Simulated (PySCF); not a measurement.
Species: C2H10BrFO2Si3.
Cartesian coordinates in Å at the PBE0-D3(BJ)/def2-SVP level; atoms count from 1:
```xyz
19
C2H10BrFO2Si3 angstrom
C     -3.9989   -0.4924   -0.0354
O     -3.2708    0.5769    0.5233
Si    -1.7114    0.9264    0.2276
F     -1.5400    1.6205   -1.2198
Br    -1.0601    2.3876    1.7267
O     -0.7938   -0.4145    0.2404
Si     0.7829   -0.9432    0.0093
C      1.9869    0.4513    0.2987
Si     3.8107    0.0111    0.1273
H     -3.4681   -1.4504    0.0907
H     -4.1872   -0.3300   -1.1096
H     -4.9666   -0.5549    0.4817
H      1.0085   -2.0553    0.9740
H      0.8923   -1.4584   -1.3860
H      1.7603    1.2701   -0.4068
H      1.8204    0.8513    1.3142
H      4.1050   -0.4586   -1.2612
H      4.6642    1.2016    0.4208
H      4.1722   -1.0833    1.0800
```

Theory: PySCF 2.14.0, PBE0-D3(BJ)/def2-SVP geometry optimisation, gas phase.

Masses are those of the commonest isotopes; rigid-rotor values at the optimised geometry. The values belong to one conformer with, in the numbering `[CH3:1][O:2][Si@@:3]([F:4])([Br:5])[O:6][SiH2:7][CH2:8][SiH3:9]`, C1–O2–Si3–F4 76°, O2–Si3–O6–Si7 178°, Si3–O6–Si7–C8 24°, O6–Si7–C8–Si9 178°.

**Question.** Give the principal moments of inertia and the rotational constants in GHz.

**Answer.** Ia = 532.66, Ib = 1274.38, Ic = 1622.16 u·Å²; 505379 MHz·u·Å²/I gives 948.8, 396.6 and 311.5 MHz, that is A = 0.9488, B = 0.3966, C = 0.3115 GHz.

**Question.** Classify the top.

**Answer.** An asymmetric top. Ray's parameter κ = (2B − A − C)/(A − C) = -0.733; −1 is the prolate and +1 the oblate limit.

**Question.** Is it planar, by Δ = Ic − Ia − Ib?

**Answer.** Not planar: Δ = Ic − Ia − Ib = -184.88 u·Å². For a rigid frame Δ = −2 Σ m c², so Σ m c² = 92.44 u·Å² lies off the ab plane: 10.54 from hydrogen and 81.90 from heavier atoms. The atom farthest from that plane is 1.86 Å away.

**Question.** Give the other two planar moments, Paa and Pbb, and the rms extents of the mass along the axes.

**Answer.** Paa = Σ m a² = (Ib + Ic − Ia)/2 = 1181.94 and Pbb = Σ m b² = (Ia + Ic − Ib)/2 = 440.22 u·Å². With the mass M = 247.92 u, the rms extents √(P/M) along a, b and c are 2.18, 1.33, 0.61 Å.

**Question.** Which types of transition are allowed, and where do some lines up to J = 3 fall?

**Answer.** The dipole components are |μa| = 0.22 D, |μb| = 1.33 D, |μc| = 0.64 D. Intensities carry the squares of the components, which stand as 0.03 : 1.00 : 0.23 (a : b : c). Some lines, for components of 0.1 D or more:

```json
{"type": "b", "branch": "Q", "J(Ka,Kc)": "1(1,0) ← 1(0,1)", "MHz": "637", "lower level (cm⁻¹)": "0.024"}
{"type": "a", "branch": "R", "J(Ka,Kc)": "1(0,1) ← 0(0,0)", "MHz": "708", "lower level (cm⁻¹)": "0.000"}
{"type": "a", "branch": "R", "J(Ka,Kc)": "2(1,2) ← 1(1,1)", "MHz": "1331", "lower level (cm⁻¹)": "0.042"}
{"type": "a", "branch": "R", "J(Ka,Kc)": "2(1,1) ← 1(1,0)", "MHz": "1501", "lower level (cm⁻¹)": "0.045"}
{"type": "c", "branch": "Q", "J(Ka,Kc)": "3(2,2) ← 3(1,2)", "MHz": "1535", "lower level (cm⁻¹)": "0.170"}
{"type": "b", "branch": "Q", "J(Ka,Kc)": "2(2,1) ← 2(1,2)", "MHz": "1912", "lower level (cm⁻¹)": "0.086"}
{"type": "a", "branch": "R", "J(Ka,Kc)": "3(0,3) ← 2(0,2)", "MHz": "2089", "lower level (cm⁻¹)": "0.071"}
{"type": "c", "branch": "R", "J(Ka,Kc)": "2(1,1) ← 1(0,1)", "MHz": "2138", "lower level (cm⁻¹)": "0.024"}
{"type": "b", "branch": "R", "J(Ka,Kc)": "3(3,1) ← 2(2,0)", "MHz": "5094", "lower level (cm⁻¹)": "0.151"}
{"type": "c", "branch": "R", "J(Ka,Kc)": "3(3,0) ← 2(2,0)", "MHz": "5095", "lower level (cm⁻¹)": "0.151"}
```

**Question.** Estimate the classical rotational partition function at 50 K, 100 K and 298.15 K.

**Answer.** Point group C1, symmetry number σ = 1; q = (√π/σ)·√((kT/h)³/(ABC)), k/h = 20836.6 MHz/K: 174000 at 50 K, 492000 at 100 K, 2530000 at 298.15 K.

No frequency check. These are rigid-rotor constants of the computed structure; measured ground-state constants (B0) also hold zero-point vibration. A rigid rotor knows nothing of internal rotation, which can split or shift real lines. Quadrupole hyperfine structure (79Br) is left out.
